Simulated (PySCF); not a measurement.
# One molecule, several mistakes: BCFH6Si

Calculated results; nothing here was measured. They come from PySCF 2.14.0, an open-source quantum chemistry program, on an isolated molecule that a program drew, which may never have been made. The molecule is BCFH6Si (charge 0, singlet), drawn as the SMILES string `CB[SiH2]F`.

Each row is a Hartree-Fock (HF) and frozen-core CCSD(T) single point in the cc-pV(D+d)Z basis, meant for a local HF minimum. Run 1 is clean. Each other run has one planted mistake out of seven kinds, and not every kind appears here: one electron removed, one electron added, multiplicity raised by two, geometry at a saddle point, minimal basis STO-3G, one bond length entered in bohr, all coordinates scaled. The reference is restricted for singlets and unrestricted otherwise, and also for a bond in bohr. Adding or removing an electron swaps singlet and doublet. Electrons count all cores. HOMO and LUMO are orbital energies over both spins, the gradient is its largest component, and the lowest frequency (negative if imaginary) is given only where the gradient is small. Bond lengths are over the 9 bonds as drawn. T1 is the CCSD diagnostic: over 0.02 (restricted) or 0.045 (unrestricted) a single reference is doubtful.

Geometry of the clean run:
```xyz
10
BCFH6Si, angstrom
C    -1.7419   -1.8610    0.5818
B    -0.5293   -1.1226    1.2562
Si    0.4136    0.4938    0.4592
F    -0.2003    0.8613   -1.0025
H    -1.7589   -2.9353    0.7823
H    -1.8547   -1.6798   -0.4881
H    -2.6377   -1.4470    1.0734
H    -0.1541   -1.4931    2.3399
H     0.2513    1.6981    1.3047
H     1.8587    0.2396    0.2629
```

| run | electrons | basis functions | <S^2> | HOMO (eV) | LUMO (eV) | gradient (hartree/bohr) | lowest frequency (cm^-1) | mean bond (Å) | longest bond (Å) | T1 | HF (hartree) | CCSD(T) (hartree) | mistake |
|---|---|---|---|---|---|---|---|---|---|---|---|---|---|
| 1 | 40 | 95 | 0.000 | -11.03 | 1.65 | 1.7e-05 | 79 | 1.4095 | 2.034 | 0.0114 | -454.46644 | -455.04106 | no fault |
| 2 | 40 | 95 | 0.000 | -10.96 | 2.13 | 1.4e-01 | - | 1.2714 | 1.835 | 0.0104 | -454.35984 | -454.92427 | all coordinates scaled |
| 3 | 41 | 95 | 0.761 | -0.32 | 8.92 | 5.0e-02 | - | 1.4095 | 2.034 | 0.0107 | -454.44007 | -455.03311 | ? |
| 4 | 40 | 95 | 0.917 | -9.32 | 1.62 | 1.2e-02 | - | 1.6106 | 3.844 | 0.0209 | -454.35989 | -454.91039 | ? |

**Which mistake was planted in run 3, and what did it cost?**

It counts 41 electrons, one more than the clean run, at the same geometry and basis. So the mistake is: one electron added. Subtracting run 1 and multiplying by 627.51 kcal/mol a hartree, the energy moved by 16.5 kcal/mol in HF and 5.0 kcal/mol in CCSD(T).

**Which mistake was planted in run 4, and what did it cost?**

The mean bond changes by a factor of 1.143 and the longest by 1.890, so the molecule wasn't scaled as a whole. A length L in bohr read as angstrom grows by (1/0.5292 - 1) L = 0.890 L. The 9 bonds together grew by 9 x 0.2011 = 1.810 Å, which gives L = 2.034 Å. That is bond B2-Si3, 2.034 Å in the clean geometry. So the mistake is: one bond length entered in bohr. Subtracting run 1 and multiplying by 627.51 kcal/mol a hartree, the energy moved by 66.9 kcal/mol in HF and 82.0 kcal/mol in CCSD(T).

Cautions from the logs. Run 3: the added electron raises the CCSD(T) energy, so it isn't bound in this basis.
